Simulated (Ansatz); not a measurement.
Program: Ansatz. Geometries: PBE0-D4/def2-TZVP. ΔE: electronic, gas phase. CBS: MP2 limit from def2 TZ/QZ plus the TZ coupled-cluster correction, frozen cores. For Se outer-core shells are correlated without core-valence functions, which leaves a few kJ/mol of doubt a bond. Scalar relativity is left out up to krypton. One conformer a species, not always the lowest.

`[CH3][AlH][Se]C` + `N#Cc1ccccc1` → `[CH3][AlH][c]1ccccc1` + `C[Se]C#N`  (formal exchange of groups at the Al–Se bond)

| species | MP2/def2-SVP energy (Eh) |
| --- | --- |
| `[CH3][AlH][Se]C` | -2721.77423 |
| `N#Cc1ccccc1` | -323.24142 |
| `[CH3][AlH][c]1ccccc1` | -512.95082 |
| `C[Se]C#N` | -2532.00631 |

(1) Work out ΔE.

Largest T1 diagnostic among the species: 0.012.

Answers

(1) ΔE = (-512.95082) + (-2532.00631) − (-2721.77423) − (-323.24142) = 0.05852 Eh = +153.6 kJ/mol. CCSD(T)/CBS gives +139.4 kJ/mol.

From PBE to PBE0 (25 % exact exchange), in def2-TZVPP and without D4, ΔE moves by +5.2 kJ/mol. In def2-TZVPP, CCSD(T) changes the Hartree–Fock value by −13.9 kJ/mol (the triples alone add −1.9 kJ/mol) and MP2 by −12.3 kJ/mol. At CCSD(T), def2-SVP lies +10.4 kJ/mol from the extrapolated value and def2-TZVPP −4.0 kJ/mol.
